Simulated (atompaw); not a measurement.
**Before and after: PAW (atompaw) potential for calcium (Ca)**

- Element: Ca (Z = 20)
- Generator: atompaw 4.2.0.5
- Type: PAW
- Functional: PBE
- Relativity: scalar-relativistic
- Frozen core: [Ne]
- Valence charge: 10
- Reference configuration: 3s2 3p6 3d0 4s2 4p0
- Partial waves: 3s (bound): rc 1.75 bohr; 4s (bound): rc 2.70 bohr; 3p (bound): rc 1.45 bohr; 4p (bound, empty): rc 2.70 bohr; 3d (bound, empty): rc 2.70 bohr; 3d channel at 0.2 Ry: rc 2.70 bohr
- Local potential: troulliermartins scheme with l = 3 at 1 Ry, radius 2.15 bohr
- Core correction: smooth core density matched at 2.40 bohr
- Augmentation charge: sinc compensation charge, radius 2.60 bohr; PAW radius 2.70 bohr; waves and projectors: custom rrkj vanderbiltortho

Change: wave 4s (bound): rc 2.70 bohr becomes 4s (bound): rc 2.06 bohr.

Cutoffs: the cutoffs (Ry, on a coarse ladder) from which the occupation-weighted sum of valence levels, in a spherical-Bessel basis at the reference potential, stays within 10 and 1 mRy of its value at 400 Ry; they do not see the model core or the augmentation charge, which bear on the density cutoff.

Problem. What does the change do?

Solution. The potential gets neither clearly harder nor softer (35 Ry and 60 Ry → 35 Ry and 60 Ry); the p channel sets the loose cutoff, while the largest relative change is in s, which becomes harder; the range in which the s phases agree widens (upper end 2.2 → 3.7); neither file shows a bound ghost.

| quantity | base | changed |
| --- | --- | --- |
| cutoff, loose | 35 Ry | 35 Ry |
| cutoff, tight | 60 Ry | 60 Ry |
| loose cutoff by channel (10 mRy a level) | s 15 Ry, p 30 Ry | s 18 Ry, p 30 Ry |
| bound ghosts | none | none |
| s: phases at 2.72 bohr within 0.05 rad from the reference energy up to (Ry; the scan ends near 5) | 2.2 | 3.7 |
| p: phases at 2.72 bohr within 0.05 rad from the reference energy up to (Ry; the scan ends near 5) | 0.2 | 0.2 |
| d: phases at 2.72 bohr within 0.05 rad from the reference energy up to (Ry; the scan ends near 5) | 1.8 | 1.8 |
| lowest overlap eigenvalue by channel | s 0.41, p 0.48, d 1.00 | s 0.14, p 0.48, d 1.00 |

 The cutoffs see the waves, projectors and local potential, not the compensation charge or the core.
